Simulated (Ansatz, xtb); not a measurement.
**Two isomers of C4H11PSi2**

Structure X: `CC#C[SiH2]P[SiH2]C`, a singlet. Structure Y: `C=C[C@@H]1C[SiH2]P[SiH2]1`, a singlet. Both are isolated molecules in the gas phase, relaxed with r2SCAN-D4/def2-SVP, each in the lowest conformer that the search found.

Task: Estimate which is lower in electronic energy at CCSD(T)/def2-SVP + ΔMP2/def2-TZVPP, and by roughly how much.

Result: The CCSD(T)/def2-SVP + ΔMP2/def2-TZVPP calculation puts structure Y lower, by 0.631 eV.

How the difference moves with the method:

| level | geometry | E(Y) − E(X) (eV) | departure from the last row (eV) | job, with rough time for the two |
| --- | --- | --- | --- | --- |
| r2SCAN-D4/def2-SVP | r2SCAN-D4/def2-SVP | −0.793 | −0.162 | optimisation, 2 min |
| HF/def2-SVP | r2SCAN-D4/def2-SVP | −0.461 | +0.170 | part of the CCSD(T) run |
| MP2/def2-SVP | r2SCAN-D4/def2-SVP | −0.655 | −0.024 | part of the CCSD(T) run |
| CCSD(T)/def2-SVP | r2SCAN-D4/def2-SVP | −0.719 | −0.087 | single point |
| CCSD(T)/def2-SVP + ΔMP2/def2-TZVPP | r2SCAN-D4/def2-SVP | −0.631 |  | single point, 86 s |

As drawn, Y has 1 C=C, 1 C–C in place of 1 C≡C. Structure X has no ring, Y a 5-membered ring.

The levels shown agree on the order. The largest departure from CCSD(T)/def2-SVP + ΔMP2/def2-TZVPP is that of HF/def2-SVP, 0.170 eV. Levels run at GFN2-xTB geometries aren't shown. The last row adds to CCSD(T) the change of the MP2 difference between the two basis sets, here +0.087 eV.

With thermal terms from frequencies at re-optimised GFN2-xTB minima (ideal gas, soft modes damped towards free rotors, one conformer each, 298.15 K, 1 atm): on the last row, ΔE + ΔZPE = −0.520, ΔH = −0.594, ΔG = −0.405 eV.

The correlated steps freeze 19 core orbitals. Mirror images aren't counted in ΔG. Codes used: Ansatz 0.2.0, xtb 6.7.1; the last row on 4 threads of Arm Neoverse V2 on a shared host.
